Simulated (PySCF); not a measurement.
PySCF 2.14 output of an unrestricted r2SCAN0 calculation on a single atom or ion in aug-cc-pVTZ-PP with one added diffuse shell each of s, p, d, f, g type with ECP60MDF (7s7p6d4f3g, 113 functions), with scalar relativity through the core potential:

```
SCF conv_tol = 1e-09
number electrons alpha = 9  beta = 7
    M. Bursch, H. Neugebauer, S. Ehlert, and S. Grimme.,  J. Chem. Phys. 156, 134105 (2022)
cycle= 1 E= -133.404571591434  delta_E= -0.00519  |g|= 0.0137  |ddm|= 0.0501
cycle= 2 E= -133.404614132207  delta_E= -4.25e-05  |g|= 0.00244  |ddm|= 0.00555
cycle= 3 E= -133.404615270555  delta_E= -1.14e-06  |g|= 0.00121  |ddm|= 0.00172
cycle= 4 E= -133.404615599117  delta_E= -3.29e-07  |g|= 3.14e-05  |ddm|= 0.00057
cycle= 5 E= -133.404615599696  delta_E= -5.8e-10  |g|= 2.71e-06  |ddm|= 3.86e-05
converged SCF energy = -133.404615599696  <S^2> = 2.0016813  2S+1 = 3.0011207
```

The run itself started from symmetry-adapted Hartree-Fock orbitals and held the occupation by maximum overlap, on a logarithmic radial grid, so the iterations belong to that start.

**Question.** Which element, charge and spin multiplicity is this?

**Answer.** Au³⁺ (gold, charge +3), multiplicity 3; the state was [Xe] 4f14 5d8, high-spin 3F determinant.

Energies and moments cover only the electrons outside the core potential. Spin-orbit coupling, absent here, splits the open shell strongly.
